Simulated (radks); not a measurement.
The numbers below are computed, except where a source is named.
Initial-state core-level shifts of the manganese ion Mn+ when its valence configuration changes from [Ar] 3d5 4s1. Level of theory: non-relativistic Kohn-Sham, PBE, spin-polarised, spherical densities, point nucleus; open shells are filled with parallel spins first (a radial shooting solver on a logarithmic mesh with Libxc functionals). Shifts are changes of the shell-averaged eigenvalues in eV (positive: less bound); the change of the density at the nucleus, which sets a Mossbauer isomer shift, is in e/bohr^3, on a base of 1.057e+04.

valence               1s       2s       2p       3p  density at nucleus
3d6               +4.737   +5.397   +5.334   +4.600              -6.385
3d4 4s2           -7.197   -8.078   -7.998   -6.704              +7.786
3d5 4p1           -1.344   -1.269   -1.271   -1.350              -5.485
3d4 4s1 4p1       -8.281   -9.189   -9.102   -7.739              +2.641
3d3 4s1 4p2      -17.589  -19.665  -19.475  -16.020              +6.018
3d4 4p2           -9.545  -10.406  -10.318   -8.994              -3.743
3d4.5 4s1 4p0.5   -4.003   -4.422   -4.381   -3.788              +1.231
3d4.5 4s1.5       -3.449   -3.852   -3.815   -3.258              +3.547
3d5 4s0.5 4p0.5   -0.679   -0.642   -0.643   -0.682              -2.705
